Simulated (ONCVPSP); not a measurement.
**I (Z = 53): from the effect back to the setting (ONCV)**

Base potential:

- Element: iodine (I)
- Generator: ONCVPSP 4.0.1
- Type: optimised norm-conserving Vanderbilt (ONCV)
- Functional: PBEsol
- Relativity: scalar-relativistic
- Frozen core: [Kr] 4d10
- Valence charge: 7
- Reference configuration: 5s2 5p5
- Partial waves: 5s: rc 1.70 bohr, ncon 4, nbas 9, qcut 3.6 1/bohr, 3 projectors, debl 4 Ha; 5p: rc 2.10 bohr, ncon 4, nbas 7, qcut 3.1 1/bohr, 2 projectors, debl 0.6 Ha; d scattering state at 0.05 Ha: rc 1.65 bohr, ncon 3, nbas 6, qcut 5.1 1/bohr, 3 projectors, debl 2.7 Ha
- Local potential: polynomial inside 1.35 bohr (lpopt 5, dvloc0 -1 Ha)
- Core correction: Teter function, fcfact 4.5, rcfact 1.55

Cutoffs, loose and tight: the cutoffs (Ha) at which the residual kinetic energy of the hardest occupied pseudo-wave falls to 1 and 0.1 mHa per electron. They do not see the model core or the augmentation charge, which bear on the density cutoff. Test errors are all-electron minus pseudo excitation energies from the reference, over the configurations 5s2 5p4; 5s2 5p3; 5s2 5p2; 5s1 5p6; variants that change the core or the reference have their own tests.

Only the scale of all radii but the core radius (base = 1) is moved (3 further runs of the sweep failed or gave no value and are left out):

| scale of all radii but the core radius (base = 1) | cutoff, loose | cutoff, tight | bound ghosts | largest test error (meV) |
| --- | --- | --- | --- | --- |
| 1 | 18 Ha | 71 Ha | d | -291 |
| 1.09 | 19 Ha | 63 Ha | d | -307 |
| 1.22 | 10 Ha | 50 Ha | d | -348 |
| 1.31 | 7.0 Ha | 41 Ha | none | -376 |

Question: One more run gave cutoff, loose: 12 Ha; cutoff, tight: 53 Ha; bound ghosts: d; largest test error (meV): -337. Which value of the scale of all radii but the core radius (base = 1) was used?

Answer: 1.19. The tight cutoff moves one way along this sweep, from 71 Ha at 1 to 41 Ha at 1.31, which places the run between 1.09 and 1.22.
